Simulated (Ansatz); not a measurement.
`[CH3][Zn][Te]BF`, charge 0, multiplicity 1.

**Question.** Give a relaxed structure at PBE0-D4/def2-TZVP (Ansatz 0.2.0). (An estimate is asked.)

**Answer.** Computed: 
```xyz
9

C    -0.670   -0.573    2.040
Zn    0.288    0.436    0.686
Te    1.527    1.747   -1.055
B     0.667    0.505   -2.578
F    -0.165   -0.486   -2.275
H    -0.380   -0.246    3.041
H    -1.747   -0.433    1.927
H    -0.447   -1.638    1.945
H     0.926    0.688   -3.730
```
This is one stationary point; other conformers may exist.
